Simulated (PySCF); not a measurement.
A geometry optimisation on `[SiH2](O[Si@@H](C)O)F`.

Method: PBE0-D3(BJ)/def2-SVP geometry optimisation, gas phase (PySCF 2.14.0). Start geometry: GFN2-xTB. The input is one job of a driver script: a line of settings, then coordinates in Å.

Command:
```bash
OMP_NUM_THREADS=1 python probes_run.py task.json out
```

Input:
```
{"job": {"xc": "PBE0", "basis": "def2-SVP", "d3": "d3bj", "grid": 1, "shake": 0.01, "kind": "geom"}, "charge": 0, "multiplicity": 1}
C     -2.036580    -0.460620     0.045950
Si    -0.641100     0.806760     0.155980
O     -0.189980     1.076480     1.680340
O      0.648760     0.200870    -0.714330
Si     2.086890    -0.419140    -0.825180
F      2.531190    -0.827770     0.676980
H     -2.898440    -0.100800     0.626090
H     -2.376670    -0.557530    -0.987660
H     -1.768360    -1.408820     0.434810
H     -0.897290     2.120650    -0.403870
H      0.527060     0.568010     2.091690
H      2.023090    -1.644180    -1.566030
H      2.997260     0.629190    -1.225090
```

Output:
```
step   0  E = -870.83536520  max force = 0.047280
step   1  E = -870.84574389  max force = 0.007948
step   2  E = -870.84635166  max force = 0.004119
step   3  E = -870.84670746  max force = 0.004553
step   4  E = -870.84701335  max force = 0.005383
step   5  E = -870.84723907  max force = 0.003807
step   6  E = -870.84746382  max force = 0.000989
step   7  E = -870.84749926  max force = 0.001296
step   8  E = -870.84754114  max force = 0.000590
step   9  E = -870.84759993  max force = 0.000566
step  10  E = -870.84763222  max force = 0.000716
step  11  E = -870.84768264  max force = 0.000755
step  12  E = -870.84771993  max force = 0.000414
step  13  E = -870.84774808  max force = 0.001167
step  14  E = -870.84776827  max force = 0.000971
step  15  E = -870.84760029  max force = 0.001212
step  16  E = -870.84777275  max force = 0.000657
step  17  E = -870.84779736  max force = 0.000200
step  18  E = -870.84779750  max force = 0.000180
optimisation converged
```

Energies in Eh; «max force» is the largest Cartesian gradient component in Eh/bohr.

Q: At which steps does the energy rise by more than 1e-5 Eh?

A: At step 15 (+0.17 mEh).

Q: Give the first gradient maximum in eV/Å.

A: With 1 Eh/bohr = 51.422 eV/Å, 2.431 eV/Å.

Summary of the converged run: final energy -870.84780 Eh after 18 steps; dipole 1.18 D.

Q: Give the final coordinates.

A: 0.311 Å rms from the input after alignment:
```
atom  x, y, z in Å
C1    -2.0186   -0.3995    0.1515
Si2   -0.6238    0.8235    0.0446
O3     0.1343    1.0907    1.4977
O4     0.5079    0.1978   -1.0288
Si5    2.0192   -0.3894   -0.7832
F6     2.0163   -1.1036    0.6889
H7    -2.8172   -0.0341    0.8152
H8    -2.4513   -0.5766   -0.8455
H9    -1.6602   -1.3653    0.5411
H10   -1.0565    2.1551   -0.4438
H11    0.5899    0.3329    1.8822
H12    2.3251   -1.4297   -1.7936
H13    3.0402    0.6865   -0.7359
```

Hardware: one thread of an Arm Neoverse V1 (shared host).
Labels such as C1 count atoms from 1, the log's own numbers from 0.
